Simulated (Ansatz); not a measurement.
**Ligand exchange: BrF + C4H10 → CH3F + C3H7Br**

Species: BrF (bromine fluoride), singlet; C4H10 (butane) `CCCC`, singlet; CH3F (fluoromethane) `CF`, singlet; C3H7Br (1-bromopropane) `CCCBr`, singlet. The partners trade Br for CH3: F–Br and C–CH3 bonds give way to F–CH3 and C–Br.

Shapes, held fixed at every level: PBE0-D4/def2-TZVP. Flexible molecules stand in one conformer, not always the lowest. Programs: Ansatz 0.2.0. Electronic energies: no zero-point or thermal term.

```json
{"level": "r2SCAN-D4/def2-TZVPP", "kind": "meta-GGA", "ΔE (kJ/mol)": "-142.6", "less CCSD(T)/def2-TZVPP": "+3.7", "CPU time (sum over the molecules)": "32 s"}
{"level": "B3LYP-D4/def2-TZVPP", "kind": "global hybrid", "ΔE (kJ/mol)": "-137.1", "less CCSD(T)/def2-TZVPP": "+9.2", "CPU time (sum over the molecules)": "31 s"}
{"level": "PBE0-D4/def2-TZVPP", "kind": "global hybrid", "ΔE (kJ/mol)": "-142.0", "less CCSD(T)/def2-TZVPP": "+4.3", "CPU time (sum over the molecules)": "18 s"}
{"level": "wB97M-V/def2-TZVPP", "kind": "range-separated hybrid", "ΔE (kJ/mol)": "-138.1", "less CCSD(T)/def2-TZVPP": "+8.2", "CPU time (sum over the molecules)": "75 s"}
{"level": "wB97X-V/def2-TZVPP", "kind": "range-separated hybrid", "ΔE (kJ/mol)": "-139.3", "less CCSD(T)/def2-TZVPP": "+7.0", "CPU time (sum over the molecules)": "52 s"}
{"level": "CCSD/def2-TZVPP", "kind": "coupled cluster or CI", "ΔE (kJ/mol)": "-148.7", "less CCSD(T)/def2-TZVPP": "-2.4", "CPU time (sum over the molecules)": "–"}
{"level": "CCSD(T)/def2-TZVPP", "kind": "coupled cluster or CI", "ΔE (kJ/mol)": "-146.3", "less CCSD(T)/def2-TZVPP": "0.0", "CPU time (sum over the molecules)": "11 min"}
```

The highest level, CCSD(T)/def2-TZVPP, gives ΔE = -146.3 kJ/mol; the levels span -148.7 to -137.1. The column of differences is taken from that level and isn't an error. No measured value is set beside it here. Relativity is left out for Br unless named. Correlated rows may include outer-core shells of Br, which these sets cover unevenly. Times are processor times on shared x86 and Arm servers, and rough.
